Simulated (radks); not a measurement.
Question: These are the eigenvalues of the occupied orbitals of an atom or ion with whole-number occupations (eV). All-electron calculation, Dirac Kohn-Sham, PBE, spin-unpolarised, spherical densities, finite nucleus; Fermi nuclear charge, rms radius of each element as measured or else 0.836 A^(1/3) + 0.57 fm. Program: a radial shooting solver on a logarithmic mesh with Libxc functionals.

1s1/2: -59202.95
2s1/2: -9982.963
2p1/2: -9516.448
2p3/2: -8536.284
3s1/2: -2243.560
3p1/2: -2038.009
3p3/2: -1831.038
3d3/2: -1479.975
3d5/2: -1434.742
4s1/2: -441.9406
4p1/2: -359.2329
4p3/2: -312.5228
4d3/2: -176.3811
4d5/2: -167.8834
5s1/2: -53.2609
5p1/2: -30.9860
5p3/2: -25.2824
6s1/2: -3.8775
4f5/2: -3.7690
4f7/2: -2.5734

Which element is it, and in what charge state? The configuration may be excited. Open shells, if any, are shared by 2j + 1.

Answer: Z = 69, thulium, charge 0: Tm in [Xe] 4f13 6s2. The list shows which subshells hold electrons but not how many an open one holds; the 1s level, -2175.7 hartree, gives Z - s = 66.0 by -(Z - s)^2/2, which with screening and relativity narrows Z to a few neighbours, and the depths of the outer levels then fix element, charge and occupations together.
